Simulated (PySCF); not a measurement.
1,2,4-triazole (C2H3N3), SMILES c1n[nH]cn1.

The structure is a stationary point at PBE0-D3(BJ)/def2-SVP.

Calculation: PBE/def2-TZVP in PySCF.

Symmetry labels are those of the subgroup Cs that the program uses (full group Cs).

Question: List the valence orbital energies around the gap with their symmetry. (An estimate is asked for; the answer gives what the named calculation found.)

Answer: 
| orbital | symmetry | energy (eV) |
|---|---|---|
| HOMO−7 | A' | -14.15 |
| HOMO−6 | A' | -11.64 |
| HOMO−5 | A" | -11.64 |
| HOMO−4 | A' | -10.36 |
| HOMO−3 | A' | -7.86 |
| HOMO−2 | A" | -7.56 |
| HOMO−1 | A" | -6.74 |
| HOMO | A' | -6.54 |
| LUMO | A" | -0.99 |
| LUMO+1 | A' | 0.08 |
| LUMO+2 | A" | 0.10 |
| LUMO+3 | A' | 1.48 |
